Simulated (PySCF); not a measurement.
H4O2SeSi. Atoms are numbered in the order given.

```xyz
8

Si    -1.0412     0.1970     0.2073
O     -1.7927    -0.6678    -1.0105
O     -1.2440    -0.3867     1.7624
Se     1.2074     0.1841    -0.3210
H     -1.6919     1.5332     0.2079
H     -1.3714    -1.5125    -1.2489
H     -0.7132    -1.1747     1.9774
H      1.5947     0.5723     1.0593
```

Coordinates come from a PBE-D3(BJ)/def2-SVP optimisation. The structure was generated by enumeration, and PubChem lists no compound with its InChIKey, so it may never have been made. The values are those of a single conformer.

Method: TDA-LC-ωPBE/def2-SVPD run with PySCF.

Vertical excitations. 

Computed UV-visible absorptions:
```json
[
 {"state": "S1", "energy (eV)": "5.64", "λ (nm)": "220", "f": "0.001", "main pairs": "HOMO→LUMO+3 36 %, HOMO→LUMO+1 27 %, HOMO→LUMO 24 %, HOMO→LUMO+4 6 %"},
 {"state": "S2", "energy (eV)": "6.55", "λ (nm)": "189", "f": "0.083", "main pairs": "HOMO→LUMO 50 %, HOMO→LUMO+1 29 %"},
 {"state": "S3", "energy (eV)": "7.38", "λ (nm)": "168", "f": "0.019", "main pairs": "HOMO−1→LUMO+1 14 %, HOMO−1→LUMO 14 %, HOMO−1→LUMO+3 13 %, HOMO→LUMO+3 11 %"},
 {"state": "S4", "energy (eV)": "7.66", "λ (nm)": "162", "f": "0.007", "main pairs": "HOMO→LUMO+2 31 %, HOMO→LUMO+6 23 %, HOMO→LUMO+5 17 %, HOMO→LUMO+8 8 %"},
 {"state": "S5", "energy (eV)": "7.74", "λ (nm)": "160", "f": "0.023", "main pairs": "HOMO−1→LUMO 39 %, HOMO→LUMO+3 19 %, HOMO→LUMO+1 9 %, HOMO→LUMO 8 %"},
 {"state": "S6", "energy (eV)": "8.03", "λ (nm)": "154", "f": "0.009", "main pairs": "HOMO→LUMO+2 36 %, HOMO→LUMO+5 20 %, HOMO→LUMO+6 9 %, HOMO→LUMO+3 8 %"},
 {"state": "S7", "energy (eV)": "8.18", "λ (nm)": "152", "f": "0.007", "main pairs": "HOMO→LUMO+4 36 %, HOMO→LUMO+3 15 %, HOMO→LUMO+2 15 %, HOMO−1→LUMO 11 %"},
 {"state": "S8", "energy (eV)": "8.33", "λ (nm)": "149", "f": "0.240", "main pairs": "HOMO→LUMO+4 21 %, HOMO−1→LUMO+3 19 %, HOMO−1→LUMO 12 %, HOMO−2→LUMO 8 %"},
 {"state": "S9", "energy (eV)": "8.40", "λ (nm)": "148", "f": "0.099", "main pairs": "HOMO→LUMO+8 17 %, HOMO−1→LUMO+1 16 %, HOMO−1→LUMO+4 8 %, HOMO−1→LUMO+3 7 %"},
 {"state": "S10", "energy (eV)": "8.53", "λ (nm)": "145", "f": "0.079", "main pairs": "HOMO−2→LUMO 40 %, HOMO−1→LUMO+3 7 %, HOMO−2→LUMO+1 7 %"},
 {"state": "T1", "energy (eV)": "5.12", "λ (nm)": "242", "f": "0", "main pairs": "HOMO→LUMO+3 37 %, HOMO→LUMO 23 %, HOMO→LUMO+1 22 %, HOMO→LUMO+4 7 %"},
 {"state": "T2", "energy (eV)": "6.04", "λ (nm)": "205", "f": "0", "main pairs": "HOMO→LUMO 38 %, HOMO→LUMO+1 29 %, HOMO→LUMO+5 8 %, HOMO→LUMO+10 8 %"},
 {"state": "T3", "energy (eV)": "6.52", "λ (nm)": "190", "f": "0", "main pairs": "HOMO−1→LUMO+1 32 %, HOMO−1→LUMO+3 24 %, HOMO−1→LUMO 6 %"},
 {"state": "T4", "energy (eV)": "6.86", "λ (nm)": "181", "f": "0", "main pairs": "HOMO→LUMO+9 23 %, HOMO→LUMO 17 %, HOMO→LUMO+3 13 %, HOMO→LUMO+4 10 %"}
]
```
Triplets are in the Tamm–Dancoff approximation.
